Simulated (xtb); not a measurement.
C10H7N3, SMILES C12C=CC=C3C=CN=C(C=CN=1)N32. All values are semi-empirical tight-binding results from xtb (GFN2-xTB unless named), good for trends rather than for accurate numbers. Geometry optimised at GFN2-xTB.

Optimised geometry:

Bond lengths (Å): C1–C2 1.372, C1–C12 1.389, C1–H14 1.079, C2–C3 1.408, C2–H15 1.076, C3–N4 1.323, C3–N13 1.387, N4–C5 1.329, C5–C6 1.369, C5–H16 1.081, C6–C7 1.412, C6–H17 1.075, C7–N8 1.316, C7–N13 1.392, N8–C9 1.337, C9–C10 1.363, C9–H18 1.081, C10–C11 1.422, C10–H19 1.076, C11–C12 1.389, C11–N13 1.376, C12–H20 1.077. Angles (°): C2–C1–C12 119.9, C2–C1–H14 120.3, C12–C1–H14 119.8, C1–C2–C3 120.7, C1–C2–H15 122.7, C3–C2–H15 116.7, C2–C3–N4 119.1, C2–C3–N13 118.4, N4–C3–N13 122.4, C3–N4–C5 118.8, N4–C5–C6 123.3, N4–C5–H16 115.1, C6–C5–H16 121.6, C5–C6–C7 118.9, C5–C6–H17 123.4, C7–C6–H17 117.7, C6–C7–N8 120.1, C6–C7–N13 117.1, N8–C7–N13 122.9, C7–N8–C9 118.6, N8–C9–C10 123.0, N8–C9–H18 115.1, C10–C9–H18 122.0, C9–C10–C11 118.9, C9–C10–H19 122.5, C11–C10–H19 118.6, C10–C11–C12 123.1, C10–C11–N13 117.2, C12–C11–N13 119.7, C1–C12–C11 120.2, C1–C12–H20 121.4, C11–C12–H20 118.5, C3–N13–C7 119.5, C3–N13–C11 121.1, C7–N13–C11 119.4.

Computed properties:
```json
{
 "point_group_as_xtb_finds_it": "Cs",
 "orbital_gap": "1.74 eV",
 "dipole_moment": "2.42 D",
 "zero_point_energy": "92.2 kcal/mol",
 "G − E(el) at 298.15 K (modified RRHO)": "70.9 kcal/mol",
 "static polarisability (D4 model)": "125.4 bohr³",
 "solvation energy, GFN2-xTB/ALPB(water)": "-5.2 kcal/mol",
 "solvation energy, GFN2-xTB/ALPB(toluene)": "-8.7 kcal/mol"
}
```

Computed IR lines (harmonic; lines under 4 % of the strongest left out, lines within 3 cm⁻¹ merged):
ν (cm⁻¹): 746 (w), 811 (w), 1068 (w), 1340 (w), 1509 (w), 1550 (m), 1561 (w), 1585 (vs), 1603 (s), 3067 (w) (against the strongest line: vs over 80 %, s over 45 %, m over 15 %, w over 4 %, vw less)

Computed atomic charges and the Wiberg bond orders between heavy atoms:
charges (e) C1 -0.01, C2 -0.07, C3 0.15, N4 -0.28, C5 0.07, C6 -0.09, C7 0.16, N8 -0.28, C9 0.07, C10 -0.08, C11 0.08, C12 -0.07, N13 0.01, H14 0.05, H15 0.06, H16 0.05, H17 0.06, H18 0.04, H19 0.04, H20 0.04. Bond orders C1–C2 1.50, C2–C3 1.26, C3–N4 1.36, N4–C5 1.37, C5–C6 1.50, C6–C7 1.25, C7–N8 1.39, N8–C9 1.32, C9–C10 1.54, C10–C11 1.22, C1–C12 1.38, C11–C12 1.37, C3–N13 1.14, C7–N13 1.13, C11–N13 1.17.
